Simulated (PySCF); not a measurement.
B3LYP has the VWN-RPA correlation part, as in Gaussian. Excitations are Tamm–Dancoff values on a coarser integration grid. The basis has no diffuse functions, so Rydberg states are missing or too high.

Z-matrix (Å, degrees):
```
C
H 1 1.0989
H 1 1.1019 2 107.34
O 1 1.4174 2 110.62 3 -119.14
C 4 1.4099 1 112.60 2 61.66
H 5 1.0889 4 107.36 1 179.25
H 5 1.0980 6 109.02 4 -120.92
H 5 1.0983 6 109.08 7 -118.20
C 1 1.4924 2 110.59 3 119.92
C 9 1.3254 1 124.28 2 -6.91
H 10 1.0823 9 121.65 1 -178.09
H 10 1.0844 11 116.81 9 -179.94
H 9 1.0857 10 120.40 11 1.00
```
Charge 0, multiplicity 1.

Question: Give the brightest of the four lowest singlets (TDA), S1 excitation (TDA) and HOMO–LUMO gap at the level B3LYP-D3(BJ)/def2-TZVP run with PySCF 2.14.0.

Answer: 
The brightest of the four lowest singlets (TDA) is 7.78 eV and the S1 excitation (TDA) is 6.14 eV. The HOMO–LUMO gap is 7.03 eV.
